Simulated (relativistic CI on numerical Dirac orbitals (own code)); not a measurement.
## Calculated levels, Hg5+

Method of calculation: Dirac-Coulomb-Breit CI, KLI orbitals optimised for each configuration, model QED (radiative potential, 1s self-energy scaled to tabulated hydrogen-like ionisation energies), valence Slater integrals scaled by 0.85, P86 correlation energy added to each configuration (own radial code, finite nucleus).

CI space (outside the closed core [Kr] 4d10 4f14): 5s2 5p6 5d7, 5s2 5p6 5d6 6s, 5s2 5p6 5d6 5f, 5s2 5p6 5d6 6p, 5s2 5p6 5d5 6s2, 5s2 5p6 5d6 5g, 5s2 5p5 5d8, 5s2 5p6 5d6 6d, 5s2 5p6 5d6 7s, 5s2 5p6 5d5 6s 6p, 5s2 5p6 5d6 7p, 5s2 5p6 5d6 7d, 5s2 5p4 5d9, 5s 5p6 5d8, 5s2 5p5 5d7 6s. Levels of other configurations are missing.

```csv
No.,Configuration,Term,J,E (cm⁻¹),%,Next component (%),Landé g,jj configuration (%)
41,5s2 5p6 5d6 6s,4D,1/2,165477.3,44,24 2S,1.342,5d3/2^3 5d5/2^3 6s (53)
42,5s2 5p6 5d6 6s,4G,9/2,165730.3,44,26 4H,1.098,5d3/2^2 5d5/2^4 6s (51)
43,5s2 5p6 5d6 6s,4D,7/2,167560.4,31,23 4G,1.065,5d3/2^2 5d5/2^4 6s (51)
44,5s2 5p6 5d6 6s,4D,5/2,167794.1,49,16 4P,1.213,5d3/2^2 5d5/2^4 6s (51)
45,5s2 5p6 5d6 6s,4D,1/2,168983.1,55,25 2S,1.038,5d3/2^2 5d5/2^4 6s (62)
46,5s2 5p6 5d6 6s,4F,7/2,169002.7,42,22 4G,1.177,5d3/2^2 5d5/2^4 6s (50)
47,5s2 5p6 5d6 6s,4F,9/2,169345.7,39,28 2H,1.164,5d3/2^2 5d5/2^4 6s (60)
48,5s2 5p6 5d6 6s,4D,3/2,169737.1,50,24 2P,1.333,5d3/2^2 5d5/2^4 6s (61)
49,5s2 5p6 5d6 6s,4H,11/2,170145.6,32,30 4G,1.134,5d3/2^2 5d5/2^4 6s (89)
50,5s2 5p6 5d6 6s,4D,7/2,172031.1,33,22 2F,1.130,5d3/2^2 5d5/2^4 6s (75)
51,5s2 5p6 5d6 6s,2D,3/2,173541.2,42,30 4P,1.096,5d3/2^3 5d5/2^3 6s (62)
52,5s2 5p6 5d6 6s,4P,1/2,173708.9,76,10 2P,2.178,5d3/2^3 5d5/2^3 6s (41)
53,5s2 5p6 5d6 6s,2I,13/2,175749.4,84,16 4H,1.100,5d3/2^2 5d5/2^4 6s (92)
54,5s2 5p6 5d6 6s,2F,5/2,176422.5,36,23 4G,0.916,5d3/2^2 5d5/2^4 6s (74)
55,5s2 5p6 5d6 6s,2G,9/2,177106.7,60,22 2H,1.064,5d3/2^2 5d5/2^4 6s (80)
56,5s2 5p6 5d6 6s,2F,7/2,177123.6,66,24 4F,1.151,5d3/2^3 5d5/2^3 6s (71)
57,5s2 5p6 5d6 6s,2F,5/2,178450.1,58,33 4F,0.946,5d3/2^3 5d5/2^3 6s (91)
58,5s2 5p6 5d6 6s,2I,11/2,178849.0,60,38 2H,0.993,5d3/2^2 5d5/2^4 6s (99)
59,5s2 5p6 5d6 6s,2D,5/2,179216.5,63,17 2F,1.115,5d3/2^2 5d5/2^4 6s (63)
60,5s2 5p6 5d6 6s,2G,7/2,180153.9,66,17 4F,0.990,5d3/2^2 5d5/2^4 6s (75)
61,5s2 5p6 5d6 6s,4P,3/2,183457.3,36,31 2D,1.240,5d3/2^2 5d5/2^4 6s (65)
62,5s2 5p6 5d6 6s,2G,9/2,184696.7,56,27 4F,1.143,5d3/2^2 5d5/2^4 6s (64)
63,5s2 5p6 5d6 6s,2D,5/2,186666.5,35,33 4P,1.230,5d3/2^2 5d5/2^4 6s (77)
64,5s2 5p6 5d6 6s,2P,1/2,186851.8,61,19 4P,1.106,5d3/2 5d5/2^5 6s (46)
65,5s2 5p6 5d6 6s,2G,7/2,187048.0,58,33 2F,0.983,5d3/2^2 5d5/2^4 6s (52)
66,5s2 5p6 5d6 6s,2D,3/2,187312.2,40,22 2P,1.086,5d3/2^2 5d5/2^4 6s (47)
67,5s2 5p6 5d6 6s,4P,3/2,188713.0,50,19 2D,1.405,5d3/2 5d5/2^5 6s (41)
68,5s2 5p6 5d6 6s,4F,9/2,192919.2,66,18 2G,1.246,5d3/2^2 5d5/2^4 6s (67)
69,5s2 5p6 5d6 6s,4F,3/2,192931.6,76,14 2D,0.541,5d3/2^2 5d5/2^4 6s (84)
70,5s2 5p6 5d6 6s,2P,1/2,194307.7,60,26 4P,1.262,5d3/2^3 5d5/2^3 6s (44)
71,5s2 5p6 5d6 6s,4F,5/2,196540.8,45,41 2F,0.995,5d3/2^2 5d5/2^4 6s (73)
72,5s2 5p6 5d6 6s,2F,7/2,197993.5,40,34 4F,1.134,5d3/2^2 5d5/2^4 6s (45)
73,5s2 5p6 5d6 6s,4P,5/2,204255.6,55,24 2D,1.411,5d3/2 5d5/2^5 6s (76)
74,5s2 5p6 5d6 6s,2G,9/2,205545.2,80,10 4F,1.124,5d3/2 5d5/2^5 6s (45)
75,5s2 5p6 5d6 6s,2G,7/2,206279.0,67,15 2F,0.975,5d3/2 5d5/2^5 6s (59)
76,5s2 5p6 5d6 6p,6D°,7/2,208956.5,30,23 4D°,1.477,5d5/2^2 6p1/2 (69)
77,5s2 5p6 5d6 6s,2F,7/2,209207.3,70,15 2G,1.126,5d3/2 5d5/2^5 6s (51)
78,5s2 5p6 5d6 6s,2P,1/2,209641.8,38,31 2S,1.505,5d5/2^6 6s (75)
79,5s2 5p6 5d6 6s,2F,5/2,210357.9,68,17 2D,0.936,5d3/2 5d5/2^5 6s (77)
80,5s2 5p6 5d6 6p,4F°,9/2,211291.0,33,31 6D°,1.376,5d5/2^2 6p1/2 (64)
81,5s2 5p6 5d6 6s,2P,3/2,212119.2,69,20 2D,1.226,5d3/2 5d5/2^5 6s (64)
82,5s2 5p6 5d6 6p,6D°,3/2,215816.2,29,27 4P°,1.627,5d5/2^2 6p1/2 (70)
83,5s2 5p6 5d6 6p,4D°,5/2,218788.2,31,19 2D°,1.279,5d5/2^2 6p1/2 (72)
84,5s2 5p6 5d6 6p,6D°,5/2,219021.2,51,14 6F°,1.551,5d3/2^3 5d5/2^3 6p1/2 (74)
85,5s2 5p6 5d6 6s,2D,5/2,219370.6,94,2 2F,1.198,5d3/2^2 5d5/2^4 6s (83)
86,5s2 5p6 5d6 6s,2D,3/2,219533.5,93,4 2P,0.819,5d3/2^2 5d5/2^4 6s (85)
87,5s2 5p6 5d6 6p,6D°,1/2,223571.0,56,30 4P°,2.769,5d3/2^3 5d5/2^3 6p1/2 (50)
88,5s2 5p6 5d6 6p,6F°,7/2,224019.9,33,19 4F°,1.303,5d3/2^3 5d5/2^3 6p1/2 (73)
89,5s2 5p6 5d6 6p,6F°,1/2,225266.8,49,34 4D°,-0.180,5d3/2^3 5d5/2^3 6p1/2 (47)
90,5s2 5p6 5d6 6p,6F°,3/2,226930.3,41,34 4D°,1.137,5d3/2^3 5d5/2^3 6p1/2 (81)
91,5s2 5p6 5d6 6p,2G°,7/2,229688.7,21,18 6P°,1.182,5d3/2^3 5d5/2^3 6p1/2 (69)
92,5s2 5p6 5d6 6p,2H°,9/2,231072.4,20,18 4H°,1.068,5d3/2^3 5d5/2^3 6p1/2 (56)
93,5s2 5p6 5d6 6p,4F°,9/2,234884.5,34,22 6D°,1.284,5d3/2^3 5d5/2^3 6p1/2 (52)
94,5s2 5p6 5d6 6p,4H°,11/2,235768.8,32,23 4G°,1.116,5d3/2^3 5d5/2^3 6p1/2 (95)
95,5s2 5p6 5d6 6p,6F°,11/2,237353.4,55,31 4G°,1.348,5d5/2^2 6p3/2 (55)
96,5s2 5p6 5d6 6p,6D°,3/2,237842.5,40,14 2P°,1.558,5d3/2^2 5d5/2^4 6p1/2 (55)
97,5s2 5p6 5d6 6p,2I°,13/2,238174.4,36,25 4I°,1.099,5d3/2^3 5d5/2^3 6p1/2 (94)
98,5s2 5p6 5d6 6p,4G°,5/2,240177.5,44,31 2F°,0.861,5d3/2^3 5d5/2^3 6p1/2 (61)
99,5s2 5p6 5d6 6p,4G°,11/2,240320.0,41,23 2H°,1.213,5d3/2^3 5d5/2^3 6p1/2 (74)
100,5s2 5p6 5d6 6p,4F°,9/2,240351.4,37,16 2G°,1.268,5d3/2^3 5d5/2^3 6p1/2 (53)
101,5s2 5p6 5d6 6p,4F°,5/2,240797.9,31,21 4P°,1.118,5d3/2^3 5d5/2^3 6p1/2 (62)
102,5s2 5p6 5d6 6p,4G°,7/2,241198.3,23,20 4H°,1.019,5d3/2^3 5d5/2^3 6p1/2 (78)
103,5s2 5p6 5d6 6p,4F°,3/2,242775.8,29,25 2D°,1.043,5d3/2^3 5d5/2^3 6p1/2 (60)
104,5s2 5p6 5d6 6p,4D°,7/2,242892.5,38,28 6P°,1.435,5d5/2^2 6p3/2 (57)
105,5s2 5p6 5d6 6s,2S,1/2,243541.2,91,5 4P,1.983,5d3/2^2 5d5/2^4 6s (76)
106,5s2 5p6 5d6 6p,6F°,5/2,243803.6,26,23 4D°,1.305,5d3/2^2 5d5/2^4 6p1/2 (48)
107,5s2 5p6 5d6 6p,6D°,7/2,244651.7,31,27 4D°,1.378,5d5/2^2 6p3/2 (39)
108,5s2 5p6 5d6 6p,2D°,5/2,245073.6,33,17 4P°,1.233,5d3/2^3 5d5/2^3 6p1/2 (32)
109,5s2 5p6 5d6 6p,4D°,1/2,245440.8,51,21 2P°,0.526,5d5/2^2 6p3/2 (38)
110,5s2 5p6 5d6 6p,4P°,5/2,246997.1,30,21 4F°,1.352,5d5/2^2 6p3/2 (36)
```

Energies count from the lowest computed level; ° marks odd parity. Filled j subshells are mostly left out of the jj labels.

The mean weight of the leading LS term, summed over parents, in these 70 levels is 48 %, and that of the leading jj configuration (from the same eigenvectors) 64 %, so jj coupling describes them better and the LS labels are nominal.

At this charge configurations can still be misplaced by up to about 7 % of their energy. Levels and lines within the n = 5 or 6 shells can be off by up to 10 % or somewhat more, and those that change n by about 2 %, since core polarisation is missing.

LS names give the leading component of a level, which can be under half, so a name can repeat, a term be missing and a line seem to break the LS rules.
